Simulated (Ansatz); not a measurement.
C3H4, charge +1, doublet, at a GFN2-xTB geometry (a state made from the parent by changing its charge; the spin is typed, not shown lowest); MP2/6-31G (Ansatz, a first-principles code).

Here is a job for Ansatz.
Ansatz 0.2 input:
```yaml
crystal:
  periodic: [false, false, false]
  atoms:
    - {symbol: C, position_ang: [1.29842590, -0.00034985, -0.00013940]}
    - {symbol: C, position_ang: [-0.00000000, -0.00000000, -0.00000000]}
    - {symbol: C, position_ang: [-1.29842590, 0.00034985, 0.00013940]}
    - {symbol: H, position_ang: [1.89077598, -0.73460745, -0.54286750]}
    - {symbol: H, position_ang: [1.89128809, 0.73358839, 0.54246146]}
    - {symbol: H, position_ang: [-1.89081536, 0.88870580, -0.21072798]}
    - {symbol: H, position_ang: [-1.89124871, -0.88768675, 0.21113402]}
basis:
  gaussian:
    orbitals: 6-31G
total_charge: 1
magnetization: {spin_polarized: true, initial_magnetization: 1}
correlation: {method: mp2}
```

### Question
What does Ansatz print? Leave out banner, timings and long lists.

### Answer

```
Functional definition: HF
509 factors; integrals over basis functions are off by at most 2.5e-4 eV
mean field evaluation 1: about -3141.3350 eV, gradient 1.6e1 eV
mean field evaluation 2: about -3141.3425 eV, gradient 1.6e1 eV
mean field evaluation 4: about -3143.2924 eV, gradient 1.9e0 eV
mean field evaluation 8: about -3143.3921 eV, gradient 2.1e-1 eV
mean field -3143.39572666 eV, -115.5176622846 hartree, gradient 2.5e-6 eV, S^2 0.848541; 0 other end points of the search recorded, 0 dependent functions left out
3 core orbitals not correlated
reference -3143.39572666 eV, -115.5176622846 hartree; 8, 7 occupied and 24, 25 virtual orbitals, 509 factors
second order -6.00895195 eV of doubles, -0.00000000 eV of singles
Total energy: -3149.40467860 eV, -115.7384871956 hartree
```
